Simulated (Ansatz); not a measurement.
Mulliken charges of `F[SiH](Cl)[S][GeH3]` from PBE/def2-TZVPP in Ansatz (PBE0-D4/def2-TZVP geometry).

```csv
atom,x (Å),y (Å),z (Å),charge (e)
F1,2.861,-1.038,-0.606,-0.254
Si2,1.524,-0.505,0.062,0.571
Cl3,1.861,1.401,0.716,-0.196
S4,0.028,-0.591,-1.408,-0.289
Ge5,-1.594,0.365,-0.192,0.177
H6,1.231,-1.326,1.250,-0.064
H7,-1.386,-0.012,1.282,0.018
H8,-2.898,-0.224,-0.738,0.017
H9,-1.537,1.884,-0.382,0.020
```

By hand: the dipole of these point charges (1 e Å = 4.8032 D).

Σ q r = (-0.695, 0.055, 0.345) e Å, of length 0.778 e Å = 3.74 D.

How does the dipole of the full density compare? (An estimate is asked.)

The calculation gave: (-0.453, 0.040, 0.175) e Å, 2.34 D; the point charges give 1.60 times that, at 5° from its direction.

Point charges leave out the atoms' own dipoles, such as those of lone pairs, and Mulliken's split depends on the basis, so the two needn't agree.
